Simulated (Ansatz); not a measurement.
Input file for CH3HfNO4 (`O=C=[N][Hf]([OH])([OH])[OH]`):

```yaml
crystal:
  periodic: [false, false, false]
  atoms:
    - {symbol: O, position_ang: [2.221131, -2.609849, 1.958519]}
    - {symbol: C, position_ang: [1.563569, -1.836929, 1.379105]}
    - {symbol: N, position_ang: [0.889677, -1.044802, 0.785300]}
    - {symbol: Hf, position_ang: [-0.270736, 0.318218, -0.238609]}
    - {symbol: O, position_ang: [-1.574820, -0.639492, -1.271791]}
    - {symbol: O, position_ang: [-1.140042, 1.462948, 1.033881]}
    - {symbol: O, position_ang: [0.866339, 1.348303, -1.392417]}
    - {symbol: H, position_ang: [-2.415929, -0.956572, -1.583120]}
    - {symbol: H, position_ang: [-1.387371, 2.246417, 1.513399]}
    - {symbol: H, position_ang: [1.248182, 1.711758, -2.184266]}
basis:
  gaussian: {orbitals: def2-TZVPP}
correlation: {method: ccsd_t}
output: {orbitals: {seedname: orbitals}}
```

```sh
$ ansatz run in.yaml --threads 2 --pin off --events-out ev --progress --plain --max-ram 22528MiB --backend cuda --devices 0, --max-vram 18GiB
```

Log, shortened:

```
Functional definition: HF
1816 factors; integrals over basis functions are off by at most 1.2e-3 eV
mean field evaluation 1: about -12003.2424 eV, gradient 7.6e1 eV
mean field evaluation 2: about -12003.5244 eV, gradient 7.7e1 eV
mean field evaluation 4: about -12012.9806 eV, gradient 4.0e0 eV
mean field evaluation 8: about -12013.0633 eV, gradient 4.9e-1 eV
mean field evaluation 16: about -12013.0640 eV, gradient 1.3e-6 eV
mean field -12013.06395802 eV, -441.4719577101 hartree, gradient 1.3e-6 eV, S^2 0.000000; 0 other end points of the search recorded, 0 dependent functions left out
6 core orbitals not correlated: weight in the atoms' cores, before any rotation towards them, 1.000 or more for the frozen orbitals, at most 0.000 for the correlated occupied ones
reference -12013.06395802 eV, -441.4719577101 hartree; 24, 24 occupied and 254, 254 virtual orbitals, 1816 factors
second order -43.68818722 eV of doubles, -0.00000000 eV of singles
cycle   1  -42.04091288 eV  change     1.6e0 eV  update   1.8e-1
cycle   2  -43.15106817 eV  change    -1.1e0 eV  update   6.4e-2
cycle   3  -43.42502920 eV  change   -2.7e-1 eV  update   2.8e-2
cycle   4  -43.40078956 eV  change    2.4e-2 eV  update   8.1e-3
cycle   5  -43.38827035 eV  change    1.3e-2 eV  update   3.0e-3
cycle   6  -43.38996924 eV  change   -1.7e-3 eV  update   1.0e-3
cycle   7  -43.38993637 eV  change    3.3e-5 eV  update   3.1e-4
cycle   8  -43.38964285 eV  change    2.9e-4 eV  update   1.3e-4
cycle   9  -43.38963908 eV  change    3.8e-6 eV  update   3.3e-5
perturbative correction -1.87226689 eV, -0.0688045391 hartree
Total energy: -12058.32586400 eV, -443.1353020750 hartree
```

Hardware: 2 threads of an AMD EPYC 7R13 on a shared host and a share of an NVIDIA H100 80 GB. Wall time 6.5 s, peak host memory 0.82 GiB.

The correlation energy is -45.262 eV, 4.1 % of it from (T); the T1 diagnostic reads 0.0165.
